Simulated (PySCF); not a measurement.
Two-component Hartree-Fock for Tl⁵⁵⁺ (thallium, charge +55)

Start: [Ar] 3d8; 3d3/2 filled at m_j = -3/2, -1/2, +1/2, +3/2; 3d5/2 filled at m_j = -1/2, +1/2, +3/2, +5/2. Calculated with PySCF 2.14 in an uncontracted even-tempered set (15 s from 16 bohr⁻², ratio 2.8; 13 p from 21 bohr⁻², ratio 2.8; 8 d from 21 bohr⁻², ratio 2.8; 3 f from 73 bohr⁻², ratio 3): generalised Hartree-Fock with the X2C-1e Hamiltonian and a Gaussian nucleus; one run each with spin-orbit coupling (SO) switched off, then screened by Boettger's factors.

| spinor shell | electrons | ε, spin-free (eV) | ε, screened SO (eV) | weight of nominal j (screened SO) | rms radius, screened SO (bohr) |
| --- | --- | --- | --- | --- | --- |
| 1s1/2 | 2 | -89412.2 | -89375.0 | 1.000 | 0.0184 |
| 2s1/2 | 2 | -18780.4 | -18767.7 | 1.000 | 0.0740 |
| 2p1/2 | 2 | -16642.6 | -18149.2 | 1.000 | 0.0626 |
| 2p3/2 | 4 | -16642.6 | -16055.7 | 1.000 | 0.0706 |
| 3s1/2 | 2 | -6815.4 | -6811.6 | 1.000 | 0.185 |
| 3p1/2 | 2 | -6180.7 | -6550.1 | 1.000 | 0.176 |
| 3p3/2 | 4 | -6180.7 | -6033.5 | 1.000 | 0.192 |
| 3d3/2 | 4 | -5577.5 | -5640.0 | 0.997 | 0.165 |
| 3d5/2 | 4 | -5577.5 | -5531.5 | 0.998 | 0.169 |

```tsv
quantity	spin-free	screened SO
E (hartree)	-17652.04939	-17688.61723
M_J	4	4
⟨J²⟩	20.000	20.000
⟨L²⟩	12.000	13.268
⟨S²⟩	2.000	1.797
```

Each row is a mean over spinors that exchange with the open shell spreads, by up to 42.643 eV (3p3/2).

Breit and QED terms are absent; they matter most for the inner s and p1/2 levels.

Densities and radii are taken from the X2C orbitals without a picture-change correction, which distorts them close to the nucleus.

Without spin-orbit coupling the j labels of p, d and f shells carry no meaning; the spin-free column gives the mean over the occupied spinors of each nl shell.
